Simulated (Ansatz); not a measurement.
Mg(Br)(OSiH3) (BrH3MgOSi), SMILES [SiH3][O][Mg][Br].

The structure is a stationary point at r2SCAN-D4/def2-SVP. The structure was generated by enumeration; whether it is a known compound was not checked. One conformer was computed; it need not be the lowest.

Two levels are set side by side: PBE/def2-SVPD (Ansatz, a quantum-chemistry and plane-wave program) and CAM-B3LYP/def2-SVPD (Ansatz). Energy differences of separate SCF runs at the same geometry; the states with an electron removed or added have multiplicity 2 and 2. Differences are taken from unrounded values.

```tsv
quantity	CAM-B3LYP	PBE	PBE minus CAM-B3LYP
vertical ionisation energy (eV)	10.51	9.51	-1.00
vertical electron affinity (eV)	0.44	0.61	0.17
vertical singlet–triplet gap (eV)	5.54	4.48	-1.05
```
